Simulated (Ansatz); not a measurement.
Molecule: BCl (charge +1, doublet). 
Coordinates optimised at B3LYP-D3(BJ)/def2-TZVP (Ansatz, a quantum-chemistry and plane-wave program):
```xyz
2

B      0.0000     0.0000    -1.2365
Cl     0.0000     0.0000     0.3637
```
Charge +1, spin multiplicity 2.

Basis-set convergence of Hartree-Fock and CCSD correlation energies (hartree) with Ansatz. Cores are frozen in the correlated levels unless marked. UHF or UKS for open shells. No spin-orbit coupling. No relativistic terms.

```json
[
 {"basis": "aug-cc-pV(D+d)Z", "functions": "55", "E(HF)": "-483.81703", "E(corr, CCSD)": "-0.20168"},
 {"basis": "aug-cc-pV(T+d)Z", "functions": "101", "E(HF)": "-483.83613", "E(corr, CCSD)": "-0.25178"},
 {"basis": "aug-cc-pV(Q+d)Z", "functions": "169", "E(HF)": "-483.84089", "E(corr, CCSD)": "-0.26865"}
]
```

Extrapolating the two largest sets (X = 3 and 4) as X^-3: E(corr) = (64·(-0.26865) - 27·(-0.25178))/37 = -0.2810 Eh, an estimate of the basis-set limit. The largest set recovers 95.6 % of it, the smallest 71.8 %.
